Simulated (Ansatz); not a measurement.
Ansatz results at the PBE0-D4/def2-TZVP geometry: HOMO energy (B3LYP/def2-TZVPP) -6.23 eV; HOMO energy (ωB97M-V/def2-TZVPP) -8.80 eV; size of the dipole moment (B3LYP/def2-TZVPP) 1.18 D.

Each molecule was computed in one conformer, which needn't be the lowest.

(1) Which molecule gave them?
A. `C[CH2][Cd][F]`
B. `[SH][Cd][Cl]`
C. `C[N](C)[Cd][N](C)C`
D. `[CH3][Cd][NH2]`

Results:

(1) D. The others give `C[N](C)[Cd][N](C)C`: -5.37, -7.82, 0.44; `C[CH2][Cd][F]`: -7.68, -9.95, 3.72; `[SH][Cd][Cl]`: -7.35, -9.77, 1.45.

B3LYP here is the variant with VWN-RPA as its local correlation; programs differ in this.
